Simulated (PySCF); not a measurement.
C6H2ClNOS.
Cartesian coordinates in Å at the GFN2-xTB level; atoms count from 1:
```
atom  x, y, z in Å
N1     2.9633    2.2131   -0.3608
C2     2.1702    1.3953   -0.2436
C3     1.1874    0.3944   -0.0997
C4     1.4753   -0.9484    0.0119
S5     0.0810   -1.9071    0.1729
C6    -0.9355   -0.4943    0.0919
C7    -2.3622   -0.6832    0.1823
O8    -2.9488   -1.7107    0.3091
Cl9   -3.2533    0.8462    0.0827
C10   -0.1989    0.6541   -0.0534
H11    2.4502   -1.3974    0.0045
H12   -0.6275    1.6371   -0.1237
```

Definitions: NICS(0) = −σiso at the ring centroid; NICS(1) = −σiso and NICS(1)zz = −σzz at ±1 Å along the ring normal z. Level: GIAO PBE0/pcSseg-1 (PySCF, non-relativistic, gas phase) on the GFN2-xTB geometry, one conformer.

Ring bond lengths (Å), with Mayer bond orders in brackets: C3–C4 1.378 (1.45), C4–S5 1.700 (1.25), S5–C6 1.742 (1.15), C6–C10 1.372 (1.45), C10–C3 1.411 (1.25).

**Question.** Give the NICS values of each ring in ppm.

**Answer.** 
```
           ring                                               type  NICS(0)  NICS(1), two faces  NICS(1)zz, two faces  rms pucker (Å)  centre to ring atoms, mean (Å)
C3–C4–S5–C6–C10  5-membered ring with S; formal bonds all aromatic    -12.5       -11.1 / -11.1         -23.7 / -23.7            0.00                            1.29
```

**Question.** What can be read from them?

**Answer.** 
- C3–C4–S5–C6–C10: mean NICS(1)zz -23.7 ppm, shielded. For a flat ring without four-coordinate atoms the NICS criterion counts such a value as aromatic.

**Question.** How equal are the bonds by HOMA? HOMA = 1 − mean of α(R − Ropt)² over the ring bonds, with Krygowski's 1993 parameters (CC: Ropt 1.388 Å, α 257.7 Å⁻²; CS: Ropt 1.677 Å, α 94.09 Å⁻²).

**Answer.** 
- C3–C4–S5–C6–C10: HOMA 0.86; the largest term is that of S5–C6, α(R − Ropt)² = 0.40. The geometric and the magnetic index point the same way.

**Question.** What is the mean of the two in-plane components of NICS at the second NICS(1) probe listed for ring C3–C4–S5–C6–C10, 1 Å off the ring?

**Answer.** The isotropic value is a third of the trace: (3 × -11.1 − (-23.7))/2 = -4.8 ppm.
